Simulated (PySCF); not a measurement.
**What PySCF settings do for SbO**

Base input, run as `OMP_NUM_THREADS=1 python input.py` with PySCF 2.14:

```python
from pyscf import gto, scf
from pyscf.prop.polarizability import uhf as pol

mol = gto.M(
    atom='Sb 0 0 0; O 0 0 1.769',
    basis='x2c-svpall',
    charge=0,
    spin=1,
    verbose=3,
)
mf = scf.UHF(mol)
mf = mf.sfx2c1e()
mf.kernel()
print('polarizability (a.u.)')
print(pol.Polarizability(mf).polarizability().round(4))
mf.dip_moment()
print('orbital energies (hartree):', [e[max(0, n-3):n+3].round(4) for e, n in zip(mf.mo_energy, mol.nelec)])
```

Base result: E(SCF) = -6552.153134 Eh, ⟨S²⟩ = 0.764, μz(SCF) = -4.26 D, α(xx, yy, zz) = 25.1, 25.2, 35.0 bohr³. The bond length is a typed value, not an optimised one. No search for the lowest solution was made.

It ran on Intel Xeon 6975P-C (1 thread, shared host) in 1.2 s, peak memory 0.13 GiB.

Each row names what differs from the base; energies in brackets are changes from the base.

```tsv
change	result	wall time (s)
electric field along z (a.u.): none → 0.005	E(SCF) = -6552.145187 Eh (+0.2163 eV), ⟨S²⟩ = 0.764, μz(SCF) = -3.82 D, α(xx, yy, zz) = 25.2, 25.2, 35.5 bohr³	1.4
level shift (hartree): none → 1	not converged: SCF	1.5
PCM solvent, dielectric constant: none → 78.36; step after the SCF: polarizability → analyze	not converged: SCF	7.3
geometry: bond 1.769 → bond 1.557	E(SCF) = -6552.078427 Eh (+2.0329 eV), ⟨S²⟩ = 0.763, μz(SCF) = -3.21 D, α(xx, yy, zz) = 26.2, 24.4, 28.7 bohr³	1.4
step after the SCF: polarizability → tdhf; number of roots: default → 8	E(SCF) = -6552.153134 Eh (+0.0000 eV), ⟨S²⟩ = 0.764, μz(SCF) = -4.26 D, first excitations without spin–orbit coupling 2.22, 2.36, 3.61, 3.96, 3.97 eV	8.1
smearing width (hartree): none → 0.2; step after the SCF: polarizability → none [unsound on purpose] [smearing does not keep the typed spin]	E(SCF) = -6551.071956 Eh (+29.4204 eV), μz(SCF) = -1.22 D	1.1
geometry: bond 1.769 → bond 2.653	E(SCF) = -6552.005747 Eh (+4.0106 eV), ⟨S²⟩ = 0.791, μz(SCF) = -4.11 D, α(xx, yy, zz) = 24.0, 25.8, 57.9 bohr³	1.3
level shift (hartree): none → 0.1	E(SCF) = -6552.153134 Eh (+0.0000 eV), ⟨S²⟩ = 0.764, μz(SCF) = -4.26 D, α(xx, yy, zz) = 25.2, 25.1, 35.0 bohr³	1.4
step after the SCF: polarizability → frequency [not at a minimum]	E(SCF) = -6552.153134 Eh (+0.0000 eV), ⟨S²⟩ = 0.764, μz(SCF) = -4.26 D, wavenumbers 1032 cm⁻¹	21
geometry: bond 1.769 → bond 5.307 [spin-contaminated]	not converged: SCF	1.4
spin (2S): 1 → 61 [unsound on purpose]	stops with AssertionError	0.54
cycle limit: 50 → 1 [unsound on purpose]	the SCF does not converge, then it stops with RuntimeError (Krylov solver failed to converge.) after the SCF	1.4
functional: none (Hartree–Fock) → slater,; SCF type: UHF → UKS; step after the SCF: polarizability → analyze [unsound on purpose]	not converged: SCF	5.7
density fitting: none → auto	E(SCF) = -6552.152931 Eh (+0.0055 eV), ⟨S²⟩ = 0.764, μz(SCF) = -4.26 D, α(xx, yy, zz) = 25.1, 25.2, 35.0 bohr³	1.9
step after the SCF: polarizability → mp2; frozen orbitals: default → 0	E(SCF) = -6552.153134 Eh (+0.0000 eV), E(MP2) − E(SCF) = -0.31641 Eh, ⟨S²⟩ = 0.764, μz(SCF) = -4.26 D	1.2
step after the SCF: polarizability → optimize	E(SCF) = -6552.153134 Eh (+0.0000 eV), ⟨S²⟩ = 0.764, all at the start geometry; optimised bond 1.791 Å with E = -6552.153586 Eh after 5 steps	17
spin (2S): 1 → 5 [a high spin state]	E(SCF) = -6551.914696 Eh (+6.4882 eV), ⟨S²⟩ = 8.769, μz(SCF) = -0.64 D, α(xx, yy, zz) = 24.9, 25.1, 48.3 bohr³	1.4
geometry: bond 1.769 → bond 1.716	E(SCF) = -6552.147782 Eh (+0.1456 eV), ⟨S²⟩ = 0.765, μz(SCF) = -4.02 D, α(xx, yy, zz) = 25.3, 25.1, 33.1 bohr³	1.4
functional: none (Hartree–Fock) → pbesol; SCF type: UHF → UKS; step after the SCF: polarizability → analyze	not converged: SCF	10
functional: none (Hartree–Fock) → mn15; SCF type: UHF → UKS; step after the SCF: polarizability → analyze	E(SCF) = -6559.531778 Eh, ⟨S²⟩ = 0.753, μz(SCF) = -3.29 D	5.6
electric field along z (a.u.): none → 0.2 [unsound on purpose] [may be another electronic state]	E(SCF) = -6552.527105 Eh (-10.1763 eV), ⟨S²⟩ = 0.777, μz(SCF) = 18.07 D, α(xx, yy, zz) = 26.1, 26.1, 43.7 bohr³	1.4
functional: none (Hartree–Fock) → lc_wpbe; SCF type: UHF → UKS; step after the SCF: polarizability → analyze	E(SCF) = -6554.811693 Eh, ⟨S²⟩ = 0.756, μz(SCF) = -3.45 D	10
```

Question: Order these changes by how far they move the SCF energy from the base, largest first: (1) electric field along z (a.u.): none → 0.005; (2) geometry: bond 1.769 → bond 1.557; (3) geometry: bond 1.769 → bond 1.716; (4) geometry: bond 1.769 → bond 2.653.

Answer: (4) +4.0106 eV, (2) +2.0329 eV, (1) +0.2163 eV, (3) +0.1456 eV.
